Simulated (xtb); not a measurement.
xtb input (GFN1-xTB):

```bash
xtb mol.xyz --gfn 1 --opt tight --chrg -1 --uhf 0
```
mol.xyz:
```
5

O     -0.70516248     1.05974816     0.69267031
S     -0.21511950     0.12540794    -0.34756975
O     -0.57881428    -1.28730680    -0.03594531
O      1.51914646     0.05716093    -0.04023071
H      1.56055445    -0.64334528     0.62916180
```

End of the output:

```
         :::::::::::::::::::::::::::::::::::::::::::::::::::::
         ::                     SUMMARY                     ::
         :::::::::::::::::::::::::::::::::::::::::::::::::::::
         :: total energy             -18.536344704891 Eh    ::
         :: gradient norm              0.000262085151 Eh/a0 ::
         :: HOMO-LUMO gap              5.989101825786 eV    ::
         ::.................................................::
         :: SCC energy               -18.589437364926 Eh    ::
         :: -> electrostatic           0.262438758254 Eh    ::
         :: repulsion energy           0.054234437791 Eh    ::
         :: dispersion energy         -0.001141777755 Eh    ::
         :: halogen bond corr.         0.000000000000 Eh    ::
         :: add. restraining           0.000000000000 Eh    ::
         :: total charge              -1.000000000000 e     ::
         :::::::::::::::::::::::::::::::::::::::::::::::::::::

           -------------------------------------------------
          |                Property Printout                |
           -------------------------------------------------

    * Orbital Energies and Occupations

         #    Occupation            Energy/Eh            Energy/eV
      -------------------------------------------------------------
         1        2.0000           -0.7344101             -19.9843
         2        2.0000           -0.5446227             -14.8199
         3        2.0000           -0.5346982             -14.5499
         4        2.0000           -0.4779123             -13.0047
         5        2.0000           -0.3901858             -10.6175
         6        2.0000           -0.3672992              -9.9947
         7        2.0000           -0.3489912              -9.4965
         8        2.0000           -0.3327662              -9.0550
         9        2.0000           -0.2912750              -7.9260
        10        2.0000           -0.2707496              -7.3675
        11        2.0000           -0.2642407              -7.1904
        12        2.0000           -0.2539300              -6.9098
        13        2.0000           -0.2162776              -5.8852 (HOMO)
        14                          0.0038178               0.1039 (LUMO)
        15                          0.0604095               1.6438
        16                          0.0915715               2.4918
        17                          0.1295148               3.5243
        18                          0.2240842               6.0976
        19                          0.2441609               6.6440
        20                          0.2689930               7.3197
        21                          0.5981455              16.2764
        22                          0.7398412              20.1321
        23                          1.1387005              30.9856
      -------------------------------------------------------------
                  HL-Gap            0.2200954 Eh            5.9891 eV
             Fermi-level           -0.1062299 Eh           -2.8907 eV

  Mulliken/CM5 charges         n(s)   n(p)   n(d)
     1O    -0.56742 -0.60625   1.753  4.814  0.000
     2S     0.46303  0.54788   1.842  2.924  0.771
     3O    -0.58293 -0.62479   1.755  4.828  0.000
     4O    -0.62356 -0.80904   1.744  4.879  0.000
     5H     0.31088  0.49220   0.689  0.000  0.000

Wiberg/Mayer (AO) data.
largest (>0.10) Wiberg bond orders for each atom

 ---------------------------------------------------------------------------
     #   Z sym  total        # sym  WBO       # sym  WBO       # sym  WBO
Note: The following floating-point exceptions are signalling: IEEE_DENORMAL
normal termination of xtb
 ---------------------------------------------------------------------------
     1   8 O    1.931 --     2 S    1.724     3 O    0.124
     2  16 S    4.293 --     1 O    1.724     3 O    1.692     4 O    0.868
     3   8 O    1.910 --     2 S    1.692     1 O    0.124
     4   8 O    1.915 --     5 H    0.896     2 S    0.868
     5   1 H    0.931 --     4 O    0.896
 ---------------------------------------------------------------------------

Topologies differ in total number of bonds
Writing topology from bond orders to xtbtopo.mol

 dipole moment from electron density (au)
     X       Y       Z
   0.4816  -0.2294  -0.4048  total (Debye):    1.702

           -------------------------------------------------
          |                Geometry Summary                 |
           -------------------------------------------------

      molecular mass/u    :       81.0709429
   center of mass at/Å    :       -0.0234228       0.0050640      -0.0059580
  moments of inertia/u·Å² :        0.5721597E+02   0.6493155E+02   0.1062657E+03
rotational constants/cm⁻¹ :        0.2946316E+00   0.2596216E+00   0.1586366E+00

 * 1 selected distances

     #   Z          #   Z                                           value/Å
     4   8 O        5   1 H                                       0.9608964 (max)

 * 1 distinct bonds (by element types)

   Z      Z             #   av. dist./Å        max./Å        min./Å
   1 H    8 O           1     0.9608964     0.9608964     0.9608964

optimized geometry written to: xtbopt.xyz

           -------------------------------------------------
          | TOTAL ENERGY              -18.536344704891 Eh   |
          | GRADIENT NORM               0.000262085151 Eh/α |
          | HOMO-LUMO GAP               5.989101825786 eV   |
           -------------------------------------------------

------------------------------------------------------------------------
------------------------------------------------------------------------
 total:
 SCF:
 ANC optimizer:
```

It need not be the lowest isomer of its formula.
